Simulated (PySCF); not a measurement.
Simulated Cl 2p region for BeCl2(H2O)2, `[OH2]->[Be](<-[OH2])([Cl])[Cl]`, binding energy against the vacuum level.

Every computed line was given a Gaussian of 0.5 eV full width at half maximum and an area set by the number of equivalent atoms (split 2:1 within a doublet); the highest printed point is 100. Computed with delta-SCF UKS SCAN, pcX-2 on the ionised atom, pcseg-1 elsewhere, spin-free X2C in PySCF 2.14.0.

| binding energy (eV) | intensity |
| --- | --- |
| 204.0 | 0 |
| 204.1 | 1 |
| 204.2 | 4 |
| 204.3 | 13 |
| 204.4 | 30 |
| 204.5 | 56 |
| 204.6 | 84 |
| 204.7 | 100 |
| 204.8 | 96 |
| 204.9 | 73 |
| 205.0 | 45 |
| 205.1 | 22 |
| 205.2 | 9 |
| 205.3 | 3 |
| 205.4 | 1 |
| 205.5 | 0 |
| 205.6 | 0 |
| 205.7 | 0 |
| 205.8 | 1 |
| 205.9 | 4 |
| 206.0 | 10 |
| 206.1 | 21 |
| 206.2 | 35 |
| 206.3 | 47 |
| 206.4 | 50 |
| 206.5 | 43 |
| 206.6 | 30 |
| 206.7 | 17 |
| 206.8 | 7 |
| 206.9 | 3 |
| 207.0 | 1 |
| 207.1 | 0 |

Question: How many maxima does the curve show, and how many computed lines lie under it?

Answer: The curve has 2 maxima (at 204.7 and 206.4 eV). Under it lie 2 lines from 1 inequivalent chlorine site, drawn as a 2p3/2, 2p1/2 pair.

Question: Decompose the envelope and assign each component. Bonds: Be1–Cl2, Be1–Cl3, Be1–O4, Be1–O7. Hydrogens: H5, H6 on O4; H8, H9 on O7.

Answer: 
```csv
position (eV),relative area,line,atoms,environment
204.73,1.33,Cl 2p3/2,Cl2/Cl3,chlorine bonded to Be
206.38,0.67,Cl 2p1/2,Cl2/Cl3,chlorine bonded to Be
```

Question: What are the centre and the root-mean-square width of the whole band?

Answer: The area-weighted mean of the lines is 205.28 eV. Their own spread about it is 0.78 eV (rms) and each Gaussian has σ = 0.5/2.355 = 0.21 eV; the variances add, which gives 0.81 eV.

No satellites, vibrations or lifetime broadening are included. Atoms equivalent by their bonding share one computed value, that of the first of them. Spin–orbit and ligand-field terms were added within each 2p shell after the spin-free SCF. 2p1/2 minus 2p3/2 (ligand field included): Cl 1.65 eV. One conformer (not necessarily the lowest) at the PBE0-D3(BJ)/def2-SVP geometry, without solvent, vibrations or thermal averaging.

Time: 14 s of wall time. Hardware: one thread of an Arm Neoverse V2, on a shared host.
